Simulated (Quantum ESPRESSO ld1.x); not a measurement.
The numbers below are computed, except where a source is named.
Task: The table gives one normalised radial function P(r) = r R(r) of C4+ in [He] (r in bohr). Code: ld1.x of Quantum ESPRESSO 7.5. Model: scalar-relativistic Kohn-Sham, LDA (Slater exchange, Perdew-Zunger correlation), spin-polarised, spherical densities, point nucleus.

r	P
0.01953	0.4812
0.02099	0.5126
0.02274	0.5494
0.02463	0.5885
0.02647	0.6254
0.02867	0.6686
0.03106	0.7140
0.03338	0.7567
0.03616	0.8062
0.03886	0.8526
0.0421	0.9059
0.0456	0.9610
0.04901	1.0120
0.05309	1.0700
0.05705	1.1231
0.06181	1.1828
0.06695	1.2429
0.07195	1.2968
0.07794	1.3559
0.08444	1.4137
0.09074	1.4640
0.0983	1.5171
0.1056	1.5618
0.1144	1.6072
0.124	1.6470
0.1332	1.6774
0.1443	1.7040
0.1563	1.7223
0.168	1.7307
0.182	1.7303
0.1956	1.7207
0.2119	1.6989
0.2295	1.6653
0.2467	1.6246
0.2672	1.5678
0.2871	1.5067
0.3111	1.4283
0.337	1.3397
0.3621	1.2525
0.3923	1.1489
0.425	1.0400
0.4567	0.9394
0.4947	0.8269
0.5317	0.7269
0.5759	0.6193
0.6239	0.5177
0.6705	0.4328
0.7263	0.3473
0.7868	0.2720
0.8456	0.2135
0.916	0.1589
0.9844	0.1187
1.066	0.0832

Which n and l does it have? It may be an empty orbital.

Result: n = 1, l = 0: the number of nodes gives n - l - 1 = 0, the rise at small r (about r^(l+1)) gives l, and the extent must fit the shell. The curve is that of 1s. 1s: eigenvalue -354.80 eV, 0 radial nodes, <r> = 0.269 bohr, 90 % of the charge inside 0.483 bohr.
